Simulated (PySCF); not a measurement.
O$_{4}$Os, singlet, geometry from GFN2-xTB (such geometries of metal compounds can be far from the true shape) (core potentials on Os). Base run: PySCF with PBE/def2-SV(P).

Here is a job for PySCF.
```python
from pyscf import gto, scf, dft

mol = gto.M(
    atom='''
Os    0.000000   -0.000000    0.000000
O     1.112794    0.658356   -0.975418
O     0.738504   -0.820376    1.185234
O    -0.936291   -1.009404   -0.853021
O    -0.915007    1.171423    0.643205
''',
    basis='def2-sv(p)',
    ecp={'Os': 'def2-sv(p)'},
    charge=0,
    spin=0,
    verbose=5,
)

mf = dft.RKS(mol)
mf.xc = 'pbe'
mf.kernel()
```

Each row names what was changed in the base input (with any setting that the change needs).

```
change                                                                                                                     basis functions        E (Eh)  HOMO (eV)  HOMO-LUMO gap (eV)  dipole (D)        outcome
-------------------------------------------------------------------------------------------------------------------------  ---------------  ------------  ---------  ------------------  ----------  -------------
base                                                                                                                                    81    -391.04724      -8.96                4.87        0.00      converged
basis = x2c-SVPall; relativity = none (without ecp={'Os': 'def2-sv(p)'})                                                               122             -          -                   -           -  not converged
basis = jorge-DZP-DKH; relativity = spin-free X2C (without ecp={'Os': 'def2-sv(p)'})                                                   120  -17471.72549      -9.04                5.64        0.00      converged
basis = x2c-SVPall; relativity = spin-free X2C (without ecp={'Os': 'def2-sv(p)'})                                                      122  -17557.68870      -9.14                4.97        0.00      converged
basis = x2c-TZVPall; relativity = spin-free X2C; nucleus = Gaussian (with nucmod='G'; without ecp={'Os': 'def2-sv(p)'})                205  -17556.60719      -9.04                5.09        0.00      converged
basis = jorge-DZP-DKH; relativity = spin-free X2C; nucleus = Gaussian (with nucmod='G'; without ecp={'Os': 'def2-sv(p)'})              120  -17469.74544      -9.04                5.64        0.00      converged
basis = x2c-TZVPall; relativity = spin-free X2C (without ecp={'Os': 'def2-sv(p)'})                                                     205  -17559.00616      -9.04                5.09        0.00      converged
basis = x2c-TZVPall; relativity = none (without ecp={'Os': 'def2-sv(p)'})                                                              205  -16035.84288      -8.95                4.24        0.00      converged
basis = jorge-DZP-DKH; relativity = none (without ecp={'Os': 'def2-sv(p)'})                                                            120             -          -                   -           -  not converged
basis = x2c-SVPall; relativity = spin-free X2C; nucleus = Gaussian (with nucmod='G'; without ecp={'Os': 'def2-sv(p)'})                 122  -17555.36462      -9.14                4.97        0.00      converged
```

Absolute energies of different levels of theory aren't comparable as measures of quality.

Basis sets contracted for a relativistic Hamiltonian are a mismatch without it, so the rows without relativity aren't non-relativistic limits. No row has spin-orbit coupling; sets with core potentials leave out the core electrons.
